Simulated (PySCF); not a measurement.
How methods differ on the ionisation energy of Si²⁺

Si²⁺ [Ne] 3s2 (1S) → Si³⁺ [Ne] 3s1 (2S), as a difference of total energies. Calculation: PySCF 2.14, in aug-cc-pCVTZ-DK (8s7p5d3f, 75 functions); the spin-free X2C one-electron Hamiltonian (Gaussian nucleus). Correlated levels: valence: [Ne] frozen. The calculations carry no spin-orbit coupling.

```tsv
method	ionisation energy (eV)
UHF	32.021
MP2 (valence)	32.894
SCS-MP2 (valence)	33.068
CCSD (valence)	33.240
```

Errors of the correlated levels include the incompleteness of this basis and the frozen core.

With two correlated electrons CCSD is exact in that space.

Question: Which method comes closest to the reference value, and which is furthest?

Answer: The reference is 33.493 eV (measured; NIST Atomic Spectra Database, ionization energies). Closest: CCSD (valence) (error -0.253 eV); furthest: UHF (error -1.472 eV).
